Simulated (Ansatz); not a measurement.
Reaction (formal exchange of groups at a C–C bond): `CCCC(=O)N(C)C` + `CCCBr` → `CCCCCCBr` + `CN(C)C=O`

Gas-phase electronic energies from Ansatz, PBE0-D4/def2-TZVP geometries. CCSD(T)/CBS is the MP2 limit (def2-TZVPP, def2-QZVPP) plus CCSD(T) − MP2 in def2-TZVPP, frozen cores. DFT in def2-TZVPP. For Br outer-core shells are correlated without core-valence functions, which leaves a few kJ/mol of doubt a bond. Scalar relativity is left out up to krypton. One conformer a species, not always the lowest.

```
        level  ΔE (kcal/mol)
       r2SCAN            3.1
HF/def2-QZVPP            2.5
```

(1) What does CCSD(T)/CBS give? (Estimate.)

Largest T1 diagnostic among the species: 0.014.

Results:

(1) The calculation gave: +2.7 kcal/mol. The listed levels differ from it by 0.4, -0.2 kcal/mol.

Leaving LDA and LC-ωPBE aside and taking each functional with its dispersion term where it has one, the values, not all of them listed here, spread over 1.1 kcal/mol, from BLYP-D4 to r2SCAN0-D4. LDA lies +1.4 kcal/mol from PBE without D4. From BLYP to BHLYP (50 % exact exchange), in def2-TZVPP and without D4, ΔE moves by +1.1 kcal/mol.

CCSD(T)/CBS has its own doubt, a few kJ/mol and more with outer-core shells, so smaller differences from it don't rank the levels.
